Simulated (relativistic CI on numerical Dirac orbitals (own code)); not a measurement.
Radial Dirac CI calculation of Pr XVII.

Command:

```sh
python run_levels.py task.json out
```

Input:

```
atom Pr  Z=59  charge=16  electrons=43
nucleus A=141  rms_radius_fm=4.8919
hamiltonian dirac-coulomb  breit=on  qed=on  c_scale=1
orbitals kli  potential=per-configuration
slater_scale 1
correlation none
mixing on
grid step=0.0125 r_max=8.8
scf mixing=0.4 start=green max_iterations=150 tolerance=2e-08 node_fill=0.05
configurations
  [Kr] 4d7
end
```

Output:

```
SCF 1: [Kr] 4d7
 iter      energy (Ha)   residual   last orbital (Ha)
    1     -9036.149806   5.12e+00    -30.15986
    2     -9123.459389   2.51e+00    -22.30849
    3     -9149.593894   2.04e-01    -16.42585
    4     -9149.737157   1.06e-01    -16.70380
    5     -9149.769127   9.68e-03    -16.42951
    6     -9149.769391   5.39e-04    -16.41255
    7     -9149.769397   2.43e-04    -16.40940
    8     -9149.769405   4.52e-06    -16.40998
    9     -9149.769405   2.95e-06    -16.40998
   10     -9149.769405   9.61e-09    -16.40997
orbital energies (Ha): 3p3/2 -57.7182  3d3/2 -47.7340  3d5/2 -46.9715  4s -23.3059  4p1/2 -21.0908  4p3/2 -20.2540  4d3/2 -16.5710  4d5/2 -16.4100
configuration averages (Ha): Dirac-Coulomb, Breit, QED
  4d7                          -9149.769405    7.811725    5.228471
levels: no., configuration, term, J, E (cm-1), weight
   1 4d7                    4F   9/2              0.0  0.82
   2 4d7                    4F   7/2          27044.3  0.95
   3 4d7                    2P   3/2          27841.5  0.39
   4 4d7                    4F   5/2          30177.1  0.56
   5 4d7                    4F   3/2          45464.3  0.50
   6 4d7                    4P   5/2          49000.8  0.76
   7 4d7                    2G   9/2          49680.0  0.55
   8 4d7                    4P   1/2          58133.4  0.65
   9 4d7                    2H   11/2         65131.1  1.00
  10 4d7                    2G   7/2          69063.5  0.83
  11 4d7                    4P   3/2          80657.1  0.41
  12 4d7                    2D   5/2          81295.7  0.69
  13 4d7                    2F   5/2          92669.9  0.86
  14 4d7                    2P   1/2          93651.4  0.65
lowest total energy -9137.044727 Ha
end: converged
```
